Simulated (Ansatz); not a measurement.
Born–Oppenheimer molecular dynamics of ClFH$_{7}$N$_{3}$Zr (13 atoms, charge 0, multiplicity 1). It starts at the highest image of a converged band. Of that band: The profile has 2 maxima (images 1, 4) with wells between them (image 3): this band takes more than one step, which may be the mechanism or a detour left from its start path. A vibrational analysis at the climbing image gives one clearly imaginary mode, 237i cm⁻¹: a first-order saddle point.

Level of theory: RKS PBE0-D4/def2-SVP (Ansatz 0.2.0).

```
ensemble                      : NVE (velocity Verlet)
time step                     : 0.5 fs
steps asked                   : 200
starting velocities drawn for : 300 K
seed                          : 8319
```

First frame:

```xyz
13
Properties=species:S:1:pos:R:3
Zr -0.272 -0.032 0.007
F -0.012 -0.013 2.119
N 1.711 -0.011 -0.392
H 2.204 -0.634 -1.026
H 2.395 0.598 0.056
N -0.924 1.589 -1.005
H -1.846 1.994 -0.855
H -0.398 2.174 -1.648
N -0.868 -1.691 -0.976
H -0.727 -2.645 -0.646
H -1.455 -1.726 -1.806
Cl -2.571 0.262 1.622
H -1.218 0.135 2.221
```

Problem. How far do the bonds stretch over the last three quarters of this one trajectory? (Pairs bonded in most of those frames.)

Solution. 
```json
{"bond": "Zr1–F2", "mean (Å)": "2.184", "spread (Å)": "0.012", "shortest": "2.16", "longest": "2.22"}
{"bond": "Zr1–N3", "mean (Å)": "2.023", "spread (Å)": "0.029", "shortest": "1.98", "longest": "2.07"}
{"bond": "Zr1–N6", "mean (Å)": "2.025", "spread (Å)": "0.004", "shortest": "2.01", "longest": "2.03"}
{"bond": "Zr1–N9", "mean (Å)": "2.010", "spread (Å)": "0.029", "shortest": "1.97", "longest": "2.05"}
{"bond": "Zr1–Cl12", "mean (Å)": "2.730", "spread (Å)": "0.040", "shortest": "2.67", "longest": "2.80"}
{"bond": "Zr1–H13", "mean (Å)": "2.385", "spread (Å)": "0.030", "shortest": "2.31", "longest": "2.42"}
{"bond": "N3–H4", "mean (Å)": "1.022", "spread (Å)": "0.021", "shortest": "0.99", "longest": "1.05"}
{"bond": "N3–H5", "mean (Å)": "1.021", "spread (Å)": "0.015", "shortest": "0.99", "longest": "1.05"}
{"bond": "N6–H7", "mean (Å)": "1.019", "spread (Å)": "0.014", "shortest": "1.00", "longest": "1.04"}
{"bond": "N6–H8", "mean (Å)": "1.017", "spread (Å)": "0.010", "shortest": "1.00", "longest": "1.03"}
{"bond": "N9–H10", "mean (Å)": "1.021", "spread (Å)": "0.012", "shortest": "1.00", "longest": "1.04"}
{"bond": "N9–H11", "mean (Å)": "1.017", "spread (Å)": "0.007", "shortest": "1.00", "longest": "1.03"}
{"bond": "Cl12–H13", "mean (Å)": "1.611", "spread (Å)": "0.052", "shortest": "1.50", "longest": "1.68"}
```

Pairs bonded in part of these frames only: Zr1–H4 32 %, F2–H13 38 %, Cl12–H13 79 %.

Mean temperature of the second half: 129 K. The conserved energy stayed within 0.13 meV per atom of its start (net change 0.098 meV per atom), so the integration is sound. A run of 0.1 ps of so small a system gives no equilibrium averages. The orbitals stay closed-shell, which can raise the energy where a bond breaks towards radicals; this wasn't checked here.

The run took 6.7 min on 4 threads of Intel(R) Xeon(R) 6975P-C (Granite Rapids), on a shared host, peak memory 0.45 GiB.
